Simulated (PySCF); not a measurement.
SMILES O=Cc1ccc(-c2ccccc2)cc1 (C₁₃H₁₀O) (GFN2-xTB optimised geometry):

```
24

O     -5.147    -0.736     0.630
C     -4.449    -0.001    -0.024
C     -2.985     0.005    -0.023
C     -2.281    -0.896     0.779
C     -0.903    -0.898     0.782
C     -0.190     0.002    -0.013
C      1.279     0.001    -0.009
C      1.988    -1.199     0.000
C      3.370    -1.199     0.000
C      4.067    -0.002     0.000
C      3.373     1.196    -0.004
C      1.991     1.199    -0.013
C     -0.896     0.902    -0.811
C     -2.275     0.904    -0.820
H     -4.897     0.756    -0.701
H     -2.842    -1.584     1.394
H     -0.366    -1.586     1.418
H      1.450    -2.136    -0.018
H      3.907    -2.137    -0.001
H      5.147    -0.004     0.004
H      3.911     2.132     0.000
H      1.455     2.137     0.002
H     -0.353     1.590    -1.443
H     -2.814     1.601    -1.446
```

Computed with PBE0/def2-SVP in PySCF.

Task: What are the frontier orbital energies and the dipole moment?

Result: HOMO-2 -7.62 eV, HOMO-1 -7.36 eV, HOMO -6.96 eV, LUMO -1.92 eV, LUMO+1 -0.51 eV; dipole moment 3.74 D.

Meta-Löwdin charges at PBE0/def2-SVP: O1 -0.38, C2 0.26, C3 -0.05, C4 -0.08, C5 -0.11, C6 0.03, C7 0.00, C8 -0.11, C9 -0.10, C10 -0.10, C11 -0.10, C12 -0.11, C13 -0.12, C14 -0.09, H15 0.06, H16 0.12, H17 0.11, H18 0.11, H19 0.11, H20 0.11, H21 0.11, H22 0.11, H23 0.11, H24 0.11.
